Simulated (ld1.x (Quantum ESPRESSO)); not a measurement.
**An all-electron radial function and its pseudo partner (Bi)**

Columns: radius, all-electron u(r) and pseudo u(r) of the 6s shell (level -14.41 eV) of bismuth in the configuration [Xe] 4f14 5d10 6s2 6p3; revPBE, scalar-relativistic, TM semilocal scheme, ld1.x (Quantum ESPRESSO) 7.5.

```
r (bohr)  all-electron   pseudo
   0.120        0.1833  -0.0172
   0.240       -0.1855  -0.0360
   0.360       -0.1831  -0.0582
   0.480        0.1485  -0.0857
   0.600        0.3701  -0.1208
   0.720        0.3840  -0.1659
   0.840        0.2487  -0.2233
   0.960        0.0441  -0.2942
   1.080       -0.1712  -0.3779
   1.200       -0.3643  -0.4703
   1.320       -0.5205  -0.5644
   1.440       -0.6371  -0.6504
   1.560       -0.7168  -0.7192
   1.680       -0.7646  -0.7648
   1.800       -0.7865  -0.7865
   1.920       -0.7882  -0.7882
   2.040       -0.7744  -0.7744
   2.160       -0.7495  -0.7495
   2.280       -0.7166  -0.7166
   2.400       -0.6784  -0.6784
   2.520       -0.6372  -0.6372
   2.640       -0.5944  -0.5944
   2.760       -0.5514  -0.5514
   2.880       -0.5090  -0.5090
   3.000       -0.4679  -0.4679
   3.120       -0.4285  -0.4285
```

(1) How many radial nodes do the two functions have?

(2) At about which radius was the pseudo-wave matched?

(3) Where does each function peak?

(4) Is the pseudo-wave norm-conserving?

Results:

(1) The all-electron 6s function has n − l − 1 = 5 (the table is too coarse to show those close to the nucleus); the pseudo-wave has 0, since the states of the same l below it are removed with the core.

(2) 1.85 bohr. The columns agree to 0.0005 from 1.68 bohr on; several derivatives are matched, so the curves merge somewhat inside the radius.

(3) Outermost all-electron maximum near 1.92 bohr, pseudo maximum near 1.92 bohr (to the table’s step).

(4) Yes: the TM semilocal scheme keeps the norm inside the radius equal to the all-electron one, which fixes the energy derivative of the logarithmic derivative at the level.
